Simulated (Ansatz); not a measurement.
`[GeH3][NH]C1=C[SiH2]1` + `[Cl][GeH3]` → `[Cl][GeH2][GeH3]` + `NC1=C[SiH2]1`  (formal exchange of groups at a Ge–N bond)

Program: Ansatz. Geometries: PBE0-D4/def2-TZVP. ΔE: electronic, gas phase. CCSD(T)/CBS adds triple-zeta CCSD(T) − MP2 to the extrapolated MP2 energy (def2 sets, frozen cores). DFT in def2-TZVPP. HSE06 is defined as in plane-wave codes. For Ge outer-core shells are correlated without core-valence functions, which leaves a few kJ/mol of doubt a bond. Scalar relativity is left out up to krypton. One conformer a species, not always the lowest.

Question: Is it downhill or uphill in electronic energy at CCSD(T)/CBS, and by how much? (Best estimate.)

Answer: The calculation gave: Downhill: ΔE = -5.1 kcal/mol.

Question: What do these levels give: LDA (SPW92), r2SCAN-D4, B97M-V, BHLYP-D4, ωB97M-V, revPBE, HSE06, BHLYP, CCSD/def2-SVP, MP2/def2-TZVPP, SCS-MP2/def2-TZVPP, MP2/def2-QZVPP? (An estimate is asked.)

Answer: Computed: LDA (SPW92) -8.4, r2SCAN-D4 -6.9, B97M-V -4.5, BHLYP-D4 -5.5, ωB97M-V -6.0, revPBE -9.0, HSE06 -8.3, BHLYP -5.8, CCSD/def2-SVP -2.9, MP2/def2-TZVPP -3.6, SCS-MP2/def2-TZVPP -2.8, MP2/def2-QZVPP -4.1 kcal/mol.

Largest T1 diagnostic among the species: 0.013.

Leaving LDA and LC-ωPBE aside and taking each functional with its dispersion term where it has one, the values, not all of them listed here, spread over 3.9 kcal/mol, from PBE-D4 to B97M-V. At CCSD(T), def2-SVP lies +2.5 kcal/mol from the extrapolated value and def2-TZVPP +0.9 kcal/mol.
